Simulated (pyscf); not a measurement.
## H₃Si–Te•, doublet

Gas-phase minimum from PySCF at ωB97X-D3(BJ)/def2-SVP, one conformer. Other isomers of H₃Si–Te• were not searched in full and may lie lower. 

SMILES: [SiH3][Te]
```xyz
5

Si     0.1145     0.2134    -0.3378
Te     1.9159     1.4733    -1.4711
H      0.3505     0.4049     1.1223
H     -1.2268     0.7477    -0.7034
H      0.1701    -1.2382    -0.6664
```
Charge 0, spin multiplicity 2.

Bonds (Å): Si1–Te2 2.473, Si1–H3 1.491, Si1–H4 1.489, Si1–H5 1.489. Bond angles (°): Te2–Si1–H3 105.5, Te2–Si1–H4 111.1, Te2–Si1–H5 111.6, H3–Si1–H4 109.7, H3–Si1–H5 109.6, H4–Si1–H5 109.2.

Properties at ωB97X-D3(BJ)/def2-SVP:

```
Quantity                                                                                                                                                             Value
---------------------------------------------------------------------------------------------------------------------  ---------------------------------------------------
Harmonic wavenumbers, unscaled                                                                                         362, 384, 518, 908, 928, 967, 2249, 2262, 2263 cm⁻¹
Zero-point energy                                                                                                                                            15.5 kcal/mol
Rotational symmetry number                                                                                                                                               1
Entropy of this conformer at 298 K and 1 atm, rigid rotor and harmonic oscillator, modes under 100 cm⁻¹ raised to 100                                      289.0 J/(mol K)
Dipole moment                                                                                                                                                       0.65 D
Spin expectation value S2                                                                                                                                            0.752
```

Single-point totals, which compare only within one level (frozen core for MP2 and CC):

```
level                   total energy (hartree)
----------------------  ----------------------
ωB97X-D3(BJ)/def2-TZVP              -559.43542
PBE/def2-TZVP                       -559.15424
r²SCAN/def2-TZVP                    -559.39642
B3LYP-D3(BJ)/def2-TZVP              -559.44215
PBE0-D3(BJ)/def2-TZVP               -559.20961
M06-2X/def2-TZVP                    -559.21829
ωB97M-D3(BJ)/def2-TZVP              -559.42598
UHF/def2-TZVPP                      -557.70616
MP2/def2-TZVPP                      -558.27082
CCSD/def2-TZVPP                     -558.27502
CCSD(T)/def2-TZVPP                  -558.28869
```

The CCSD(T) − MP2 part came from Ansatz, without density fitting, on the same reference. The frozen core leaves the outer d or s,p core shells of the metals and heavy elements correlated in the MP2 and CC values, and def2-TZVPP describes them poorly, so these totals are far from the basis limit. Elements past Kr carry the def2 core potentials, without spin-orbit coupling.
